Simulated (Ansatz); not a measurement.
F₃Ti (SMILES [F][Ti]([F])[F]), doublet, at a GFN2-xTB geometry (such geometries of metal compounds can be far from the true shape); PBE/6-31G* (Ansatz, a first-principles code).

Here is a job for Ansatz.
Ansatz 0.2 input:
```yaml
crystal:
  periodic: [false, false, false]
  atoms:
    - {symbol: Ti, position_ang: [0.00000000, -0.00000000, -0.00000000]}
    - {symbol: F, position_ang: [-1.44890707, -0.87306393, 0.07165357]}
    - {symbol: F, position_ang: [0.02042256, 1.55241999, -0.67548625]}
    - {symbol: F, position_ang: [1.42848452, -0.67935606, 0.60383267]}
basis:
  gaussian:
    orbitals: 6-31G*
hamiltonian:
  xc: pbe
magnetization: {spin_polarized: true, initial_magnetization: 1}
```

The log (banner, timings and long lists left out):

```
Functional definition: PBE
786 factors; their error is unknown
mean field evaluation 1: about -31250.8734 eV, gradient 4.0e1 eV
mean field evaluation 2: about -31167.0663 eV, gradient 1.8e2 eV
mean field evaluation 4: about -31255.0183 eV, gradient 1.3e1 eV
mean field evaluation 8: about -31255.6552 eV, gradient 1.3e-2 eV
mean field evaluation 16: about -31255.6140 eV, gradient 4.4e-5 eV
mean field evaluation 32: about -31254.5461 eV, gradient 1.0e0 eV
mean field -31255.61396465 eV, -1148.6226273847 hartree, gradient 4.4e-5 eV, S^2 0.751912; 7 other end points of the search recorded, 0 dependent functions left out
reference -31255.61403202 eV, -1148.6226298607 hartree; 25, 24 occupied and 56, 57 virtual orbitals, 786 factors
Total energy: -31255.61403202 eV, -1148.6226298607 hartree
```
